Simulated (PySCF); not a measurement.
A scan of TcI with bad points

PBE0; basis Tc def2-TZVPP with ECP28, I def2-TZVPP with ECP28; scalar-relativistic core potentials; PySCF 2.14; quintet, unpaired electrons σ ↑, π ↑, δ ↑↑ requested.

```csv
R (Å),E (eV),⟨S²⟩,⟨Lz²⟩,μ (D)
2.425,0.158,6.02,1.01,-4.08
2.533,0.013,6.02,1.01,-4.48
2.614,0.000,6.02,1.01,-4.79
2.695,0.045,6.03,1.01,-5.09
2.776,0.129,6.03,1.01,-5.40
2.884,0.284,6.03,1.01,-5.81
3.018,6.590,6.39,1.14,-1.90
```

The run flagged 3.018 Å: there the SCF missed its convergence threshold, so the fit leaves that out.
